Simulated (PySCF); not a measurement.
## N²⁺ (nitrogen, charge +2) across methods

[He] 2s2 2p1, 2P determinant. Computed with PySCF 2.14 in aug-cc-pVTZ with one added diffuse shell each of s, p, d, f type (6s5p4d3f, 62 functions), with the non-relativistic Hamiltonian (point nucleus).

```
 method  E (hartree)  mean ε 2s α (eV)  mean ε 2s β (eV)  mean ε 2p α (eV)  Σ⟨r²⟩ (bohr²)   ⟨S²⟩
    LDA     -52.4771           -49.570           -47.585           -38.552          5.012  0.751
 r2SCAN     -52.9284           -50.379           -48.055           -39.751          4.969  0.753
  B97-3     -52.9549           -52.371           -49.947           -41.372          4.946  0.752
   BP86     -52.9501           -49.791           -47.926           -38.865          4.964  0.751
r2SCANh     -52.9301           -51.274           -48.768           -40.631          4.967  0.753
    UHF    -52.81767           -58.754           -54.153           -47.993          4.978  0.754
    PBE     -52.8914           -49.716           -47.788           -38.805          4.980  0.751
   MN15     -52.9163           -52.680           -50.632           -41.776          4.969  0.751
   PBE0     -52.9035           -52.189           -49.714           -41.231          4.969  0.752
```
